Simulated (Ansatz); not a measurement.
Consider the silylene formation by 1,1-elimination: `O[SiH2][SiH2]Cl` → `O[SiH3]` + `[SiH]Cl`.

Program: Ansatz. Geometries: PBE0-D4/def2-TZVP. ΔE: electronic, gas phase. CCSD(T)/CBS adds triple-zeta CCSD(T) − MP2 to the extrapolated MP2 energy (def2 sets, frozen cores). This one scheme is used for every species. DFT in def2-TZVPP. B3LYP here is the variant with VWN-RPA as its local correlation; programs differ in this. HSE06 is defined as in plane-wave codes. Each species was taken in one conformer, which may not be the lowest.

```tsv
level	ΔE (kJ/mol)	difference from CCSD(T)/CBS
LDA (SPW92)	219.4	30.2
PBE-D4	197.9	8.7
revPBE-D4	193.6	4.4
BLYP-D4	172.9	-16.3
r2SCAN-D4	209.0	19.8
B97M-V	190.1	0.9
PBE0-D4	206.8	17.6
B3LYP-D4	183.6	-5.6
r2SCANh-D4	209.9	20.7
r2SCAN0-D4	211.2	22.0
HSE06-D4	206.3	17.1
BHLYP-D4	193.8	4.6
CAM-B3LYP-D4	189.3	0.1
ωB97X-V	201.4	12.2
ωB97M-V	179.2	-10.0
B2PLYP	178.2	-11.0
PBE-QIDH	205.6	16.4
PBE	188.2	-1.0
revPBE	173.5	-15.7
BLYP	153.2	-36.0
r2SCAN	206.4	17.2
B3LYP	167.9	-21.3
r2SCANh	207.1	17.9
HSE06	198.1	8.9
BHLYP	179.6	-9.6
CAM-B3LYP	180.1	-9.1
LC-ωPBE	209.8	20.6
RPA@PBE/def2-TZVPP	163.2	-26.0
HF/def2-SVP	165.9	-23.3
MP2/def2-SVP	185.9	-3.3
CCSD/def2-SVP	168.4	-20.8
CCSD(T)/def2-SVP	170.3	-18.9
HF/def2-TZVPP	167.6	-21.6
SCS-MP2/def2-TZVPP	182.8	-6.4
CCSD/def2-TZVPP	178.7	-10.5
CCSD(T)/def2-TZVPP	181.8	-7.4
MP2/def2-QZVPP	198.3	9.1
HF/CBS(def2)	167.4	-21.8
MP2/CBS(def2)	201.4	12.2
CCSD/CBS(def2)	186.1	-3.1
CCSD(T)/CBS	189.2	0
```

Largest T1 diagnostic among the species: 0.013.

The D4 term adds +15.7 kJ/mol with B3LYP and +8.7 kJ/mol with PBE0; it sums over pairs of atoms, weighted by their polarisabilities, and B3LYP, whose exchange is more repulsive, gets the larger term. Leaving LDA and LC-ωPBE aside and taking each functional with its dispersion term where it has one, the values spread over 38.4 kJ/mol, from BLYP-D4 to r2SCAN0-D4. LDA lies +31.2 kJ/mol from PBE without D4.
